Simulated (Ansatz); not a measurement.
`F[C](=[Se])[InH2]` + `C=N` → `C=[N][InH2]` + `FC=[Se]` at 700 K and 1 bar (ligand exchange at the In–C bond).

Computed with Ansatz on PBE0-D4/def2-TZVP structures; ΔE is electronic, products minus reactants. CCSD(T)/CBS is the MP2 limit (def2-TZVPP, def2-QZVPP) plus CCSD(T) − MP2 in def2-TZVPP, frozen cores. This one scheme is used for every species. def2 core potentials past Kr. For In, Se outer-core shells are correlated without core-valence functions, which leaves a few kJ/mol of doubt a bond. Scalar relativity is left out up to krypton.

```tsv
species	CCSD(T)/CBS energy (Eh)	H − E (kJ/mol)	S (J/(mol·K))
`F[C](=[Se])[InH2]`	-2729.49754	111.5	437.1
`C=N`	-94.52360	135.6	268.6
`C=[N][InH2]`	-284.90922	162.3	392.3
`FC=[Se]`	-2539.10585	80.6	317.3
```

H − E and S are ideal-gas, rigid-rotor, harmonic terms from PBE0-D4/def2-TZVP. 1 Eh = 2625.50 kJ/mol, R = 8.31446 J/(mol·K).

Problem. By hand: ΔE, ΔH, ΔS and ΔG.

Solution. ΔE = (-284.90922) + (-2539.10585) − (-2729.49754) − (-94.52360) = 0.00607 Eh = 15.9 kJ/mol. Δ(H − E) = 162.3 + 80.6 − 111.5 − 135.6 = -4.2, so ΔH = 11.7 kJ/mol. ΔS = 392.3 + 317.3 − 437.1 − 268.6 = 3.9 J/(mol·K). ΔG = 11.7 − 700 × (3.9)/1000 = 9.0 kJ/mol.

Problem. By hand: the equilibrium constant, and the temperature at which ΔG would vanish if ΔH and ΔS stayed fixed.

Solution. log₁₀ K = −ΔG/(RT ln 10) = -0.7. ΔG = 0 at ΔH/ΔS = 3000 K, far beyond where these terms or the molecules hold.

The number of gas molecules stays the same, so ΔS is small and ΔH decides. A doubt of 5 kJ/mol in ΔE shifts log₁₀ K by 0.4 here. These are equilibria of isolated gas molecules and say nothing of rates. Largest T1 diagnostic: 0.018 (customary marks: 0.02 for closed shells, 0.045 for open ones).
